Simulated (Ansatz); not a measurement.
A basis-limit estimate, worked out

The pair of Cl⁻ (SMILES [Cl-], atom 1) and CH4O (SMILES CO, atoms 2–7), both closed shells, in one local arrangement (a lower one may exist), relaxed at PBE0-D4/def2-TZVPD:

Cl1  (0.285, -0.036, -2.783)
C2  (-0.264, -0.050, 0.730)
O3  (0.957, 0.307, 0.163)
H4  (-0.176, 0.023, 1.821)
H5  (-0.559, -1.081, 0.481)
H6  (-1.087, 0.608, 0.410)
H7  (0.845, 0.228, -0.822)
(Å)

Both fragments are computed in the basis of the whole pair.

Program: Ansatz 0.2.0. Basis: def2-TZVPPD and def2-QZVPPD. Cores are frozen in the correlated methods.

Energies in eV:

| quantity | pair | first fragment | second fragment |
| --- | --- | --- | --- |
| Hartree–Fock, triple zeta (X = 3) | -15637.79071 | -12505.39536 | -3131.83852 |
| Hartree–Fock, quadruple zeta (X = 4) | -15638.25333 | -12505.71724 | -3131.97742 |
| MP2 correlation, X = 3 | -17.48234 | -5.58718 | -11.72394 |
| MP2 correlation, X = 4 | -18.84388 | -6.12511 | -12.52669 |
| CCSD(T) correlation, X = 3 | -19.05429 | -6.26173 | -12.63877 |

**Question.** Work out the interaction energy at the basis limit: extrapolate Hartree–Fock as E(X) = E∞ + A exp(−7.88 √X) and the MP2 correlation as E(X) = E∞ + B X^−2.97 (the exponents that Neese and Valeev fitted for def2-TZVPP and QZVPP, reused here for the diffuse sets), then add CCSD(T) − MP2 in triple zeta.

**Answer.** Each step is linear, so take the differences first (pair − first fragment − second fragment): Hartree–Fock -0.55683 (X = 3) and -0.55867 (X = 4); MP2 correlation -0.17122 and -0.19208; CCSD(T) correlation -0.15379.
Two points give E∞ = E(4) + w [E(4) − E(3)], with w = 1/(exp(7.88 (2 − √3)) − 1) = 0.1377 for Hartree–Fock and w = 1/((4/3)^2.97 − 1) = 0.7407 for the correlation.
Hartree–Fock: -0.55867 + 0.1377 × (-0.00184) = -0.5589 eV.
MP2 correlation: -0.19208 + 0.7407 × (-0.02086) = -0.2075 eV.
CCSD(T) − MP2: -0.15379 − (-0.17122) = 0.0174 eV.
Sum: -0.5589 + (-0.2075) + 0.0174 = -0.7490 eV, or -17.27 kcal/mol. Plain CCSD(T) in triple zeta gives -0.7106 eV, so the larger basis shifts the result by -0.0384 eV.

No T1 diagnostic of these runs exceeds 0.010.

For scale, one of the runs: CCSD(T)/def2-TZVPPD, 196 basis functions, launched by `ansatz run in.yaml --threads 2 --pin off --events-out ev --progress --plain --max-ram 5222MiB`. Time: 24 s of wall clock on 2 CPU threads of an Intel Xeon 6975P-C; the host was shared. Peak host memory: 2.5 GiB.
